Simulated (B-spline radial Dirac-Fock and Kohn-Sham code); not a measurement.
# Two-hole binding energies of Mo⁴⁺

System: Mo⁴⁺, configuration [Kr] 4d1 5s1 (not the ground configuration).

Input of the calculation (task.json; shells as n, l, electrons):

```json
{"items": [{
  "Z": 42,
  "q": 4,
  "cfg": [[1, 0, 2], [2, 0, 2], [2, 1, 6], [3, 0, 2], [3, 1, 6], [3, 2, 10], [4, 0, 2], [4, 1, 6], [4, 2, 1], [5, 0, 1]],
  "A": 98,
  "rrms": 4.4091,
  "do": ["binding", "quiet", "double"]
}]}
```

Command: `python xray_run.py task.json out`

Level of theory: multi-electron Dirac-Fock with separately optimised hole states, Breit and Lamb-shift corrections added in first order; a radial finite-basis atomic code. U is the two-hole binding energy less the two single-hole energies, the effective repulsion of the holes after relaxation. Each two-hole energy is an average over J within one jj subconfiguration.

```csv
holes,E(a) (eV),E(b) (eV),E(ab) (eV),U (eV)
1s⁻¹ 2p1/2⁻¹,20067.1,2695.2,22944.5,182.2
1s⁻¹ 2p3/2⁻¹,20067.1,2590.3,22829.4,172.0
1s⁻¹ 3p3/2⁻¹,20067.1,463.6,20585.3,54.6
1s⁻¹ 3d3/2⁻¹,20067.1,297.7,20414.3,49.6
1s⁻¹ 3d5/2⁻¹,20067.1,294.5,20410.7,49.1
2s⁻²,2941.0,2941.0,5991.4,109.4
2s⁻¹ 2p3/2⁻¹,2941.0,2590.3,5631.1,99.8
2p1/2⁻¹ 2p3/2⁻¹,2695.2,2590.3,5406.8,121.3
2p3/2⁻²,2590.3,2590.3,?,?
2s⁻¹ 3d5/2⁻¹,2941.0,294.5,3285.8,50.3
2p1/2⁻¹ 3d3/2⁻¹,2695.2,297.7,3042.2,49.3
2p3/2⁻¹ 3d3/2⁻¹,2590.3,297.7,2939.3,51.3
2p3/2⁻¹ 3d5/2⁻¹,2590.3,294.5,2934.5,49.7
3p3/2⁻²,463.6,463.6,966.8,39.5
```

Question: Give the missing two-hole energy and U.

Answer: E(ab) = 5302.6 eV and U = 122.1 eV.
